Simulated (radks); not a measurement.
These are the eigenvalues of the occupied orbitals of an atom or ion with whole-number occupations (hartree). All-electron calculation, scalar-relativistic Kohn-Sham, PBE, spin-polarised, spherical densities, point nucleus. Program: a radial shooting solver on a logarithmic mesh with Libxc functionals.

orbital  eigenvalue
1s up     -2073.611
1s down   -2073.610
2s up     -375.3199
2s down   -375.1908
2p up     -336.3635
2p down   -336.2608
3s up     -109.6248
3s down   -109.5619
3p up     -97.72038
3p down   -97.64981
3d up     -82.80718
3d down   -82.69943
4s up     -45.28749
4s down   -44.93706
4p up     -41.00098
4p down   -40.65499
4d up     -35.36072

Which element is it, and in what charge state? The configuration may be excited. Open shells, if any, are filled with parallel spins first.

Answer. Z = 67, holmium, charge +27: Ho27+ in [Kr] 4d4. The list shows which subshells hold electrons but not how many an open one holds; the 1s level, -2073.6 hartree, gives Z - s = 64.4 by -(Z - s)^2/2, which with screening and relativity narrows Z to a few neighbours, and the depths of the outer levels then fix element, charge and occupations together.
